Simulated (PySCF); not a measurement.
Compound: AlEt2Me, C5H13Al.
Cartesian coordinates in Å at the PBE0-D3(BJ)/def2-SVP level; atoms count from 1:
```xyz
19
C5H13Al angstrom
Al    -0.185   -0.368    0.016
C      1.791   -0.395    0.003
C      2.410   -0.335    1.405
H      2.157    0.460   -0.595
H      2.147   -1.301   -0.519
H      3.513   -0.336    1.380
H      2.111    0.576    1.952
H      2.111   -1.195    2.028
C     -1.151    1.355    0.016
C     -1.669    1.762   -1.369
H     -0.492    2.149    0.413
H     -2.002    1.292    0.719
H     -2.220    2.718   -1.349
H     -0.850    1.888   -2.098
H     -2.358    1.011   -1.790
C     -1.190   -2.055   -0.010
H     -1.339   -2.387   -1.054
H     -2.193   -1.972    0.439
H     -0.653   -2.873    0.498
```

The closed-shell ground state was solved at several levels (PySCF, density fitting, gas phase, non-relativistic).

```tsv
level	basis functions	total energy (Eh)	HOMO (eV)	LUMO (eV)	gap (eV)	dipole (D)
PBE0/pcSseg-1 (pcSseg-2 on Al)	193	-440.4136	-6.93	-0.64	6.29	0.02
CAM-B3LYP/def2-SVPD	228	-440.4578	-8.28	0.31	8.59	0.05
B3LYP/pcSseg-1 (pcSseg-2 on Al)	193	-440.8174	-6.73	-0.86	5.87	0.02
```

Q: Estimate the row for PBE/pcSseg-1 (pcSseg-2 on Al), a basis of 193 functions; the other rows only guide the guess.

A: Total energy -440.3502 Eh, HOMO -5.68 eV, LUMO -1.40 eV, gap 4.28 eV, dipole 0.02 D.

Q: Over all these levels, which gives the widest orbital gap and which the narrowest?

A: CAM-B3LYP/def2-SVPD (range-separated hybrid) has the widest, 8.59 eV, and PBE/pcSseg-1 (pcSseg-2 on Al) (GGA) the narrowest, 4.28 eV. Functional and basis both differ between the two, so the spread mixes both effects.

Q: In the pcSseg-1 (pcSseg-2 on Al) basis, how does the gap go with the fixed share of exact exchange?

A: PBE (0 %) 4.28 eV; B3LYP (20 %) 5.87 eV; PBE0 (25 %) 6.29 eV. Each rise in the share widens the gap here.

Q: How far do the dipole and the HOMO energy spread over the levels?

A: The dipole runs from 0.02 to 0.05 D (mean 0.03 D) and the HOMO from -8.28 to -5.68 eV.

One conformer stands for the species.
